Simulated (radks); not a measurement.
Task: The mean radii <r> (bohr) of the occupied orbitals of an atom or ion are listed with their occupations. Calculated with a radial shooting solver on a logarithmic mesh with Libxc functionals: Dirac Kohn-Sham, BLYP, spin-unpolarised, spherical densities, finite nucleus; Fermi nuclear charge, rms radius of each element as measured or else 0.836 A^(1/3) + 0.57 fm.

| orbital | occ. | <r> |
|---|---|---|
| 1s1/2 | 2 | 0.02781 |
| 2s1/2 | 2 | 0.1194 |
| 2p1/2 | 2 | 0.1008 |
| 2p3/2 | 4 | 0.1064 |
| 3s1/2 | 2 | 0.3219 |
| 3p1/2 | 2 | 0.3123 |
| 3p3/2 | 4 | 0.3237 |
| 3d3/2 | 4 | 0.2947 |
| 3d5/2 | 6 | 0.2983 |
| 4s1/2 | 2 | 0.7645 |
| 4p1/2 | 2 | 0.8014 |
| 4p3/2 | 4 | 0.8302 |
| 4d3/2 | 4 | 0.9646 |
| 4d5/2 | 6 | 0.9768 |
| 5s1/2 | 2 | 2.035 |
| 5p1/2 | 2 | 2.434 |
| 5p3/2 | 1 | 2.537 |
| 7s1/2 | 1 | 13.02 |

Name the element and its charge. Open shells, if any, fill j = l - 1/2 first.

Result: Z = 52, tellurium, charge 0: Te in [Kr] 4d10 5s2 5p3 7s1. The 1s radius gives Z: for a bare nucleus <r> = (2 gamma + 1)/(2Z) with gamma = sqrt(1 - (Z/c)^2), 0.02741 bohr for Z = 52, and screening makes it slightly larger (0.02781 here). The occupations add up to 52, and the charge is Z minus that.
